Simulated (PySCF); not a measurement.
C₅H₁₃PSSi.
Z-matrix (Å and degrees, PBE0-D3(BJ)/def2-SVP geometry), rows numbered from 1:
```
C 
Si  1  1.8804
P   2  2.2583  1  109.84
C   3  1.8731  2   98.97  1   -72.04
C   4  1.5236  3  110.79  2  -162.10
S   5  1.8154  4  113.74  3    69.07
C   6  1.8158  5   99.92  4   -60.93
C   7  1.5233  6  113.72  5    60.78
H   1  1.1001  2  110.51  3   -59.01
H   1  1.1009  2  110.79  3    60.91
H   1  1.1007  2  110.90  3  -179.18
H   2  1.5013  1  110.39  3  -121.82
H   2  1.4975  1  110.72  3   118.68
H   4  1.1030  3  111.78  2   -39.75
H   4  1.1029  3  107.15  2    78.35
H   5  1.1030  4  110.91  3   -54.56
H   5  1.1016  4  110.73  3  -173.49
H   7  1.1032  6  109.30  5   -63.85
H   7  1.1016  6  104.54  5  -178.40
H   8  1.1028  3  111.75  2    39.57
H   8  1.1032  3  107.00  2   -78.34
```

All values: PBE0/pcSseg-1 (PySCF, non-relativistic), on one gas-phase PBE0-D3(BJ)/def2-SVP geometry that isn't relaxed in the solvent. The solvent is an IEF-PCM continuum (cavity from Bondi-type radii × 1.2). Specific hydrogen bonds and non-electrostatic terms are outside this model.

```json
{"medium": "gas phase", "total energy (Eh)": "-1226.710614", "HOMO (eV)": "-6.443", "LUMO (eV)": "0.284", "dipole (D)": "1.345"}
{"medium": "tetrahydrofuran (ε = 7.426)", "total energy (Eh)": "-1226.716971", "HOMO (eV)": "-6.517", "LUMO (eV)": "0.429", "dipole (D)": "1.715"}
```

Question: What is E(solvent) − E(gas) in tetrahydrofuran, in kcal/mol?

Answer: -1226.716971 − (-1226.710614) = -0.006357 Eh = -3.99 kcal/mol.

Question: Scale it by Onsager's factor (ε − 1)/(2ε + 1) to acetone (ε = 20.49), and compare with the calculation.

Answer: The factor goes from 0.405 to 0.464, a ratio of 1.145, which gives -4.57 kcal/mol. The calculation gives -4.64 kcal/mol (total energy -1226.718015 Eh), so the scaled value is 1.6 % too small in size.

Question: Scale the changes of the other columns the same way. What are the values in acetone?

Answer: 
```json
{"quantity": "HOMO (eV)", "scaled": "-6.528", "computed": "-6.540", "difference": "+0.012"}
{"quantity": "LUMO (eV)", "scaled": "0.451", "computed": "0.442", "difference": "+0.009"}
{"quantity": "dipole (D)", "scaled": "1.768", "computed": "1.778", "difference": "-0.010"}
```

Question: How does each lowering split into the polarisation term (half the interaction with the induced surface charges) and the distortion of the solute's density?

Answer: tetrahydrofuran: -4.46 + 0.47 kcal/mol, the distortion taking back 11 % of the polarisation term; acetone: -5.29 + 0.65 kcal/mol, the distortion taking back 12 % of the polarisation term.
